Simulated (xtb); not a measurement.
1,1,1-trichloroethane (C₂H₃Cl₃), SMILES CC(Cl)(Cl)Cl. All values are semi-empirical tight-binding results from xtb (GFN2-xTB unless named), good for trends rather than for accurate numbers. Geometry: GFN2-xTB.

Optimised geometry:

Bonded distances (Å): C1–C2 1.509, C1–H6 1.088, C1–H7 1.088, C1–H8 1.088, C2–Cl3 1.780, C2–Cl4 1.780, C2–Cl5 1.780. Bond angles (°): C2–C1–H6 109.7, C2–C1–H7 109.7, C2–C1–H8 109.7, H6–C1–H7 109.3, H6–C1–H8 109.3, H7–C1–H8 109.3, C1–C2–Cl3 110.6, C1–C2–Cl4 110.6, C1–C2–Cl5 110.6, Cl3–C2–Cl4 108.3, Cl3–C2–Cl5 108.3, Cl4–C2–Cl5 108.3.

Estimate the properties. (The exact figures need the calculation; the answer reports its results.)


point group as xtb finds it: C3v
orbital gap: 5.69 eV
dipole moment: 1.87 D
zero-point energy: 28.5 kcal/mol
G − E(el) at 298.15 K (modified RRHO): 9.8 kcal/mol
static polarisability (D4 model): 65.8 bohr³
solvation energy, GFN2-xTB/ALPB(water): -2.6 kcal/mol
solvation energy, GFN2-xTB/ALPB(acetone): -5.7 kcal/mol

Computed atomic charges and the Wiberg bond orders between heavy atoms:
charges (e) C1 -0.13, C2 0.24, Cl3 -0.13, Cl4 -0.13, Cl5 -0.13, H6 0.09, H7 0.09, H8 0.09. Bond orders C1–C2 1.02, C2–Cl3 0.96, C2–Cl4 0.96, C2–Cl5 0.96.
